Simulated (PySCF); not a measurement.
An unknown shows these calculated signals:

$^{1}$H NMR (400 MHz, computed): δ 6.35 (br, 1H), 4.62 (br, 1H), 4.08 (m, 1H), 3.97 (m, 1H), 3.64 (m, 1H), 3.38 (m, 1H), 0.87 (m, 1H), 0.60 (m, 1H), 0.59 (m, 1H), 0.36 (m, 1H), 0.26 (m, 3H).

$^{13}$C{$^{1}$H} NMR (computed): δ 174.9 (C), 77.3 (CH), 57.3 (CH), 8.9 (CH2), 7.5 (CH2), -8.7 (CH3).

Theoretical values (PySCF 2.14): PBE0/pcSseg-1 with gauge-including orbitals, GFN2-xTB structure. One computed conformer, one averaged value for each set of equivalent atoms, isolated molecule, relativity neglected.

Scale: $^{1}$H, $^{13}$C vs TMS (reference shieldings calculated alike).

Task: Which of these does the molecule contain: an NH or NH2 group, an amide, an aldehyde, a Si–H bond, a vinyl group CH=CH2, a C≡C triple bond?

Result: 
- An NH or NH2 group: yes (δH 6.35 (br), 4.62 (br)).
- An amide: yes (δC 174.9).
- An aldehyde: no.
- A Si–H bond: yes (δH 3.97 (m), 4.08 (m)).
- A vinyl group CH=CH2: no.
- A C≡C triple bond: no.

The data belong to SMILES C[SiH2][C@H](OC1CC1)C(N)=O, C6H13NO2Si; they needn't prove each group on their own.

Carbon signals by region: 1 in the far downfield region (above 160 ppm), 2 at 50–100 ppm, 3 below 50 ppm. Above 160 ppm: 174.9, amide carbonyl carbon.

OH/NH shifts are gas-phase values; hydrogen bonding in solution moves them, usually downfield. Rotation about the amide-type C–N bond is slow at room temperature, so the two groups on nitrogen are listed apart. Shifts are as computed. Against solution values, carbons near 30 ppm lie about +3 ppm off and those near 130 ppm about +5 ppm. Of 1309 compounds with measured shifts, 239 miss one by over three times the rms of a fit or turn the order of signals round; such compounds aren't used in these exercises. The C=O carbon of an acid or of an amide with N–H lies up to 10 ppm further downfield in solution, through hydrogen bonding that the calculation lacks. Multiplicities follow the n + 1 count of equivalent neighbours, as no J values were calculated; m marks all less simple cases, F and P coupling included.
